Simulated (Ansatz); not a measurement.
`O[SiH]([SiH3])O[SiH3]` + `[AlH3]` → `[AlH2][SiH]([SiH3])O[SiH3]` + H₂O at 400 K and 1 bar (formal exchange of groups at the Si–O bond).

Program: Ansatz. Geometries: PBE0-D4/def2-TZVP. ΔE: electronic, gas phase. CCSD(T)/CBS adds triple-zeta CCSD(T) − MP2 to the extrapolated MP2 energy (def2 sets, frozen cores). This one scheme is used for every species. Each species was taken in one conformer, which may not be the lowest.

```
                     species  CCSD(T)/CBS energy (Eh)  H − E (kJ/mol)  S (J/(mol·K))
     `O[SiH]([SiH3])O[SiH3]`              -1022.52413           249.9          466.9
                    `[AlH3]`               -243.78045            63.6          220.9
`[AlH2][SiH]([SiH3])O[SiH3]`              -1189.88644           252.8          512.4
                         H₂O                -76.37941            69.8          198.6
```

H − E and S are ideal-gas, rigid-rotor, harmonic terms from PBE0-D4/def2-TZVP, for one conformer and one mirror image of each species. 1 Eh = 2625.50 kJ/mol, R = 8.31446 J/(mol·K).

Task: By hand: ΔE, ΔH, ΔS and ΔG.

Result: ΔE = (-1189.88644) + (-76.37941) − (-1022.52413) − (-243.78045) = 0.03873 Eh = 101.7 kJ/mol. Δ(H − E) = 252.8 + 69.8 − 249.9 − 63.6 = 9.1, so ΔH = 110.8 kJ/mol. ΔS = 512.4 + 198.6 − 466.9 − 220.9 = 23.2 J/(mol·K). ΔG = 110.8 − 400 × (23.2)/1000 = 101.5 kJ/mol.

Task: By hand: the equilibrium constant, and the temperature at which ΔG would vanish if ΔH and ΔS stayed fixed.

Result: log₁₀ K = −ΔG/(RT ln 10) = -13.3. ΔG = 0 at ΔH/ΔS = 4776 K, far beyond where these terms or the molecules hold.

ΔH outweighs TΔS. A doubt of 5 kJ/mol in ΔE shifts log₁₀ K by 0.7 here. Other conformers and mirror images would add mixing entropy, several J/(mol·K) or more a flexible species. Modes under 60 cm⁻¹, often nearly free rotors, make the harmonic entropy too high. These are equilibria of isolated gas molecules and say nothing of rates. Largest T1 diagnostic: 0.013 (customary marks: 0.02 for closed shells, 0.045 for open ones).
